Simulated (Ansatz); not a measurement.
Ansatz (an electronic-structure program) input (HF/3-21G): The .json file is the Basis Set Exchange's 3-21G.

Ansatz 0.2 input:
```yaml
crystal:
  periodic: [false, false, false]
  atoms:
    - {symbol: Y, position_ang: [0.81365400, -0.01054000, -0.00182000]}
    - {symbol: I, position_ang: [-0.27710300, 2.00525100, -1.63780000]}
    - {symbol: I, position_ang: [-0.32162400, -1.99749500, 1.63914000]}
basis:
  gaussian:
    orbitals: 3-21G.json
hamiltonian:
  xc: {name: HF}
magnetization: {spin_polarized: true, initial_magnetization: 1}
relax: {f_tol: 0.003, max_steps: 120}
```

Output:

```
Functional definition: HF
integrals: 0.06 GiB planned
1345 factors; integrals over basis functions are off by at most 1.9e-4 eV
mean field: 1.36 GiB planned
mean field evaluation 1: about -465086.1796 eV, gradient 1.7e1 eV
mean field evaluation 2: about -465086.1824 eV, gradient 1.7e1 eV
mean field evaluation 4: about -465088.9164 eV, gradient 1.6e0 eV
mean field evaluation 8: about -465089.0670 eV, gradient 4.9e-2 eV
mean field evaluation 16: about -465088.8652 eV, gradient 5.0e-1 eV
mean field evaluation 32: about -465088.9014 eV, gradient 4.3e-1 eV
mean field evaluation 64: about -465088.3218 eV, gradient 2.6e0 eV
mean field evaluation 96: about -465087.9450 eV, gradient 1.9e0 eV
mean field evaluation 128: about -465089.0607 eV, gradient 6.8e-2 eV
mean field -465089.06716707 eV, -17091.7079696976 hartree, gradient 1.6e-5 eV, S^2 0.755433; 7 other end points of the search recorded, 0 dependent functions left out
the calculation of the forces begins
reference -465089.06716707 eV, -17091.7079696976 hartree; 73, 72 occupied and 32, 33 virtual orbitals, 1345 factors
relax step   1: F+E_penalty+E_count = -465089.06716707 eV  Δ(F+E_penalty+E_count) = +0.000e0 eV  max|allowed force component| = 5.867e-1 eV/Å  Δτ_max = 0.0000 Å  (278 SCF iters, accepted)
these checks for a lower state are left out or cut short: starts, cluster_reference, orbital_swaps, neighbouring_geometries, increment
integrals: 0.06 GiB planned
1345 factors; integrals over basis functions are off by at most 2.0e-4 eV
mean field: 1.36 GiB planned
mean field -465089.15046103 eV, -17091.7110306942 hartree, gradient 1.1e-6 eV, S^2 0.755412; 0 other end points of the search recorded, 0 dependent functions left out
the calculation of the forces begins
reference -465089.15046103 eV, -17091.7110306942 hartree; 73, 72 occupied and 32, 33 virtual orbitals, 1345 factors
relax step   2: F+E_penalty+E_count = -465089.15046103 eV  Δ(F+E_penalty+E_count) = -8.329e-2 eV  max|allowed force component| = 2.676e-1 eV/Å  Δτ_max = 0.1555 Å  (80 SCF iters, accepted)
these checks for a lower state are left out or cut short: starts, cluster_reference, orbital_swaps, neighbouring_geometries, increment
integrals: 0.06 GiB planned
1345 factors; integrals over basis functions are off by at most 2.0e-4 eV
mean field: 1.36 GiB planned
mean field evaluation 160: about -465089.1871 eV, gradient 1.9e-5 eV
mean field -465089.18713859 eV, -17091.7123785694 hartree, gradient 6.6e-6 eV, S^2 0.755854; 0 other end points of the search recorded, 0 dependent functions left out
the calculation of the forces begins
reference -465089.18713859 eV, -17091.7123785694 hartree; 73, 72 occupied and 32, 33 virtual orbitals, 1345 factors
relax step   3: F+E_penalty+E_count = -465089.18713859 eV  Δ(F+E_penalty+E_count) = -3.668e-2 eV  max|allowed force component| = 1.958e-1 eV/Å  Δτ_max = 0.1946 Å  (52 SCF iters, accepted)
these checks for a lower state are left out or cut short: starts, cluster_reference, orbital_swaps, neighbouring_geometries, increment
integrals: 0.06 GiB planned
1345 factors; integrals over basis functions are off by at most 1.9e-4 eV
mean field: 1.36 GiB planned
mean field -465089.21251438 eV, -17091.7133111125 hartree, gradient 6.2e-6 eV, S^2 0.756099; 0 other end points of the search recorded, 0 dependent functions left out
the calculation of the forces begins
reference -465089.21251438 eV, -17091.7133111125 hartree; 73, 72 occupied and 32, 33 virtual orbitals, 1345 factors
relax step   4: F+E_penalty+E_count = -465089.21251438 eV  Δ(F+E_penalty+E_count) = -2.538e-2 eV  max|allowed force component| = 1.096e-1 eV/Å  Δτ_max = 0.1932 Å  (49 SCF iters, accepted)
these checks for a lower state are left out or cut short: starts, cluster_reference, orbital_swaps, neighbouring_geometries, increment
integrals: 0.06 GiB planned
1345 factors; integrals over basis functions are off by at most 1.9e-4 eV
mean field: 1.36 GiB planned
mean field -465089.22757624 eV, -17091.7138646257 hartree, gradient 2.1e-5 eV, S^2 0.756227; 0 other end points of the search recorded, 0 dependent functions left out
the calculation of the forces begins
reference -465089.22757624 eV, -17091.7138646257 hartree; 73, 72 occupied and 32, 33 virtual orbitals, 1345 factors
relax step   5: F+E_penalty+E_count = -465089.22757624 eV  Δ(F+E_penalty+E_count) = -1.506e-2 eV  max|allowed force component| = 2.060e-2 eV/Å  Δτ_max = 0.2000 Å  (44 SCF iters, accepted)
these checks for a lower state are left out or cut short: starts, cluster_reference, orbital_swaps, neighbouring_geometries, increment
integrals: 0.06 GiB planned
1345 factors; integrals over basis functions are off by at most 2.0e-4 eV
mean field: 1.36 GiB planned
mean field evaluation 192: about -465089.2291 eV, gradient 4.2e-6 eV
mean field -465089.22907657 eV, -17091.7139197619 hartree, gradient 4.2e-6 eV, S^2 0.756235; 0 other end points of the search recorded, 0 dependent functions left out
the calculation of the forces begins
reference -465089.22907657 eV, -17091.7139197619 hartree; 73, 72 occupied and 32, 33 virtual orbitals, 1345 factors
relax step   6: F+E_penalty+E_count = -465089.22907657 eV  Δ(F+E_penalty+E_count) = -1.500e-3 eV  max|allowed force component| = 7.237e-3 eV/Å  Δτ_max = 0.0712 Å  (41 SCF iters, accepted)
these checks for a lower state are left out or cut short: starts, cluster_reference, orbital_swaps, neighbouring_geometries, increment
integrals: 0.06 GiB planned
1345 factors; integrals over basis functions are off by at most 2.0e-4 eV
mean field: 1.36 GiB planned
mean field -465089.22926952 eV, -17091.7139268528 hartree, gradient 4.1e-6 eV, S^2 0.756236; 0 other end points of the search recorded, 0 dependent functions left out
the calculation of the forces begins
reference -465089.22926952 eV, -17091.7139268528 hartree; 73, 72 occupied and 32, 33 virtual orbitals, 1345 factors
relax step   7: F+E_penalty+E_count = -465089.22926952 eV  Δ(F+E_penalty+E_count) = -1.930e-4 eV  max|allowed force component| = 3.210e-3 eV/Å  Δτ_max = 0.0380 Å  (44 SCF iters, accepted)
these checks for a lower state are left out or cut short: starts, cluster_reference, orbital_swaps, neighbouring_geometries, increment
integrals: 0.06 GiB planned
1345 factors; integrals over basis functions are off by at most 2.0e-4 eV
mean field: 1.36 GiB planned
mean field -465089.22927217 eV, -17091.7139269500 hartree, gradient 4.2e-6 eV, S^2 0.756237; 0 other end points of the search recorded, 0 dependent functions left out
the calculation of the forces begins
reference -465089.22927217 eV, -17091.7139269500 hartree; 73, 72 occupied and 32, 33 virtual orbitals, 1345 factors
relax step   8: F+E_penalty+E_count = -465089.22927217 eV  Δ(F+E_penalty+E_count) = -2.645e-6 eV  max|allowed force component| = 5.871e-4 eV/Å  Δτ_max = 0.0016 Å  (34 SCF iters, accepted)
integrals: 0.06 GiB planned
1345 factors; integrals over basis functions are off by at most 2.0e-4 eV
mean field: 1.36 GiB planned
mean field evaluation 224: about -465089.0823 eV, gradient 1.7e0 eV
mean field evaluation 256: about -465088.8994 eV, gradient 4.0e-1 eV
mean field evaluation 288: about -465088.3652 eV, gradient 5.9e-1 eV
mean field -465089.22927217 eV, -17091.7139269500 hartree, gradient 4.2e-6 eV, S^2 0.756237; 5 other end points of the search recorded, 0 dependent functions left out
the calculation of the forces begins
reference -465089.22927217 eV, -17091.7139269500 hartree; 73, 72 occupied and 32, 33 virtual orbitals, 1345 factors
Total energy: -465089.22927217 eV, -17091.7139269500 hartree
Atom 0 at     0.071591    -0.000927    -0.000160 Å, force     0.000013    -0.000000    -0.000000 eV/Å
Atom 1 at     0.096712     2.250707    -1.843513 Å, force     0.000000     0.000587    -0.000481 eV/Å
Atom 2 at     0.046624    -2.252564     1.843193 Å, force    -0.000013    -0.000587     0.000481 eV/Å
Dipole moment:    -0.000076     0.000001     0.000000 e Å
```

The geometry given is a B3LYP-D3(BJ)/def2-TZVP minimum.
